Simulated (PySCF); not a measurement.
## Au⁶⁷⁺: ionisation energy

Au⁶⁷⁺ [Ne] 3s2 → Au⁶⁸⁺ [Ne] 3s1 [3s1/2^1, M_J = 1/2], as a difference of total energies. Calculation: PySCF 2.14, in an uncontracted even-tempered set (17 s from 23 bohr⁻², ratio 2.4; 14 p from 30 bohr⁻², ratio 2.4; 4 d from 98 bohr⁻², ratio 2.6; 4 f from 150 bohr⁻², ratio 2.6); the two-component X2C-1e Hamiltonian. Correlated levels: 1s2 frozen; the 46 highest virtual spinors dropped. "Screened" scales the spin-orbit matrix elements by Boettger's factors to mimic the two-electron term; Breit and QED terms are absent.

```json
{"method": "GHF (spin-free)", "ionisation energy (eV)": "8218.7"}
{"method": "GMP2 (spin-free)", "ionisation energy (eV)": "8222.0"}
{"method": "GHF (screened spin-orbit)", "ionisation energy (eV)": "8217.7"}
{"method": "GMP2 (screened spin-orbit)", "ionisation energy (eV)": "8221.6"}
```

Q: How much does correlation contribute at GMP2 (screened spin-orbit)?

A: 8221.6 − (8217.7) = 3.9 eV, measured against GHF (screened spin-orbit).

Breit and QED terms and the two-electron picture change are absent.

For comparison: 8210 ± 40 eV (theoretical estimate listed by NIST; NIST Atomic Spectra Database, ionization energies).
